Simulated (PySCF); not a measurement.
Correlation energy of Al (aluminium, neutral)

[Ne] 3s1 3p2, high-spin 4P determinant (an excited configuration). Calculation: PySCF 2.14, in aug-cc-pCVTZ-DK (8s7p5d3f, 75 functions); scalar relativity by spin-free X2C-1e. Frozen: [Ne]; 3 electrons correlated.

```json
{"level": "CCSD", "correlation energy (mhartree)": "-14.50"}
{"level": "(T)", "correlation energy (mhartree)": "-0.15"}
{"level": "CCSD(T)", "correlation energy (mhartree)": "-14.65"}
```

Diagnostics: T1 = 0.0042, D1 = 0.0092, largest double amplitude 0.057.

Cost of the coupled-cluster step: roughly 2.1 core-seconds, for 3 correlated electrons.

Iterations:

```
CC2 = 0
CCSD nocc = (np.int64(3), np.int64(0)), nmo = (70, 70)
frozen orbitals [[0, 1, 2, 3, 4], [0, 1, 2, 3, 4]]
max_cycle = 100
direct = 0
conv_tol = 1e-08
conv_tol_normt = 1e-06
diis_space = 8
diis_start_cycle = 0
Init t2, MP2 energy = -0.00923129070688434
Init E_corr(UCCSD) = -0.00923129070997679
cycle = 1  E_corr(UCCSD) = -0.0124125984475083  dE = -0.00318130774  norm(t1,t2) = 0.0333574
cycle = 2  E_corr(UCCSD) = -0.0136263306398442  dE = -0.00121373219  norm(t1,t2) = 0.0142439
cycle = 3  E_corr(UCCSD) = -0.0145036455583718  dE = -0.000877314919  norm(t1,t2) = 0.00638913
cycle = 4  E_corr(UCCSD) = -0.0144935279129992  dE = 1.01176454e-05  norm(t1,t2) = 0.000655075
cycle = 5  E_corr(UCCSD) = -0.0144962774543605  dE = -2.74954136e-06  norm(t1,t2) = 9.75521e-05
cycle = 6  E_corr(UCCSD) = -0.0144952236707187  dE = 1.05378364e-06  norm(t1,t2) = 1.72102e-05
cycle = 7  E_corr(UCCSD) = -0.0144957858714998  dE = -5.62200781e-07  norm(t1,t2) = 3.5877e-06
cycle = 8  E_corr(UCCSD) = -0.0144956193971979  dE = 1.66474302e-07  norm(t1,t2) = 1.04906e-06
cycle = 9  E_corr(UCCSD) = -0.0144956302474524  dE = -1.08502545e-08  norm(t1,t2) = 1.6774e-07
cycle = 10  E_corr(UCCSD) = -0.0144956424957597  dE = -1.22483073e-08  norm(t1,t2) = 8.86159e-08
cycle = 11  E_corr(UCCSD) = -0.0144956422552689  dE = 2.40490792e-10  norm(t1,t2) = 6.48764e-09
UCCSD converged
E(UCCSD) = -242.2395079605529  E_corr = -0.01449564225526887
UCCSD(T) correction = -0.000146556642388762
```
